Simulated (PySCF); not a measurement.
Species: C₆H₇Cl.
Z-matrix (Å and degrees, PBE0-D3(BJ)/def2-SVP geometry), rows numbered from 1:
```
Cl
C   1  1.7220
C   2  1.3398  1  126.06
C   3  1.5052  2  110.63  1   179.14
C   4  1.5237  3  104.09  2     5.33
C   5  1.4972  4  118.63  3    59.99
C   2  1.4852  1  120.71  3  -177.05
H   3  1.0906  2  124.94  1    -2.16
H   4  1.1046  3  111.01  2  -114.38
H   4  1.1044  3  112.18  2   126.85
H   5  1.0925  4  118.57  3  -145.76
H   6  1.0932  5  116.93  7  -107.78
H   6  1.0945  5  119.07  7   106.92
H   7  1.0928  2  119.76  1   -39.23
```

Level: CAM-B3LYP/def2-SVPD in PySCF, non-relativistic, on one gas-phase PBE0-D3(BJ)/def2-SVP geometry that isn't relaxed in the solvent. The solvent is an IEF-PCM continuum (van der Waals radii × 1.2). The model holds no explicit solvent molecules, cavitation or dispersion.

Gas phase at CAM-B3LYP/def2-SVPD: HOMO -8.01 eV, LUMO 1.09 eV, dipole 2.04 D.

Problem. What does the continuum do to the energy, the frontier levels and the dipole at CAM-B3LYP/def2-SVPD in tetrahydrofuran and dichloromethane?

Solution. 
```tsv
solvent	ε	E(solvent) − E(gas) (kcal/mol)	polarisation term (kcal/mol)	distortion of the solute (kcal/mol)	HOMO (eV)	LUMO (eV)	dipole (D)
tetrahydrofuran	7.426	-2.05	-2.32	0.27	-7.97	1.15	2.62
dichloromethane	8.93	-2.13	-2.42	0.29	-7.97	1.15	2.64
```

The first energy column is the sum of the next two and covers electrostatics alone. From tetrahydrofuran to dichloromethane the lowering changes by a factor 1.04, Onsager's factor (ε − 1)/(2ε + 1) by 1.04 and ε itself by 1.2.

Problem. Which radius a makes the point-dipole formula ΔE = −[(ε − 1)/(2ε + 1)]·μ²/a³ give the value in dichloromethane, with the gas-phase dipole?

Solution. μ = 0.804 au and |ΔE| = 0.00340 Eh give a = 2.28 Å; the farthest nucleus lies 3.07 Å from the centroid of the nuclei, so such a sphere wouldn't even hold the nuclei. The formula assumes a rigid point dipole at the centre of a sphere.

Problem. How does the static polarisability (CAM-B3LYP/def2-SVPD, frozen core, with the continuum's full static response) change?

Solution. 
| medium | isotropic (au) | principal values (au) | ⟨r²⟩ of the electrons (bohr²) |
| --- | --- | --- | --- |
| gas | 78.4 | 62.0, 79.2, 94.2 | 890.7 |
| tetrahydrofuran | 101.8 | 81.3, 101.7, 122.2 | 890.3 |
| dichloromethane | 102.9 | 82.4, 102.8, 123.5 | 890.3 |

The isotropic value in dichloromethane is 1.31 times the gas-phase one; no cavity-field correction is applied. ⟨r²⟩ is taken about the centre of nuclear charge.

Hardware: one thread of an AMD EPYC 7R43, shared host with 256 logical CPUs at a one-minute load of 42. Cost: 23 s, 0.99 GiB resident at most. This is the whole response run at CAM-B3LYP/def2-SVPD in dichloromethane, SCF included.
